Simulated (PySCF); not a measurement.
## Polarisability and C₆ of Au⁺ (gold, charge +1)

[Xe] 4f14 5d10, closed-shell 1S. Calculation: PySCF 2.14, in def2-QZVPPD with the def2 core potential (60 electrons) (7s5p4d4f2g, 88 functions); a scalar-relativistic core potential. Coupled (time-dependent) response in atomic units; α is the mean over directions.

| method | mean α (bohr³) | C₆ (like pair) | S(−4) |
| --- | --- | --- | --- |
| UHF | 12.20 | 89.21 | 37.34 |
| PBE | 14.23 | 106.2 | 58.27 |
| PBE0 | 13.50 | 100.3 | 49.61 |
| PW91 | 14.16 | 105.5 | 58.06 |
| CAM-B3LYP | 13.61 | 100.9 | 51.91 |

S(−4) is the Cauchy moment in α(ω) = α(0) + S(−4) ω² + …

α(iu) at PBE0:

```tsv
u (hartree)	α(iu) (bohr³)
0	13.50
0.0500	13.38
0.100	13.03
0.200	11.92
0.300	10.63
0.500	8.403
0.750	6.447
1.00	5.102
1.50	3.409
2.00	2.421
3.00	1.383
5.00	0.6087
```

A single London oscillator, α(iu) = α/(1 + u²/ω²), gives C₆ = (3/4) ω α². Matching the computed C₆ needs ω = 4 × 100.3 / (3 × 13.50²) = 0.734 hartree.

For an ion, C₆ is the dispersion term alone; charge-induced terms of lower order in 1/R come first.

Energies and moments cover only the electrons outside the core potential. Spin-orbit coupling, which splits the p, d and f shells strongly at this Z, is absent.
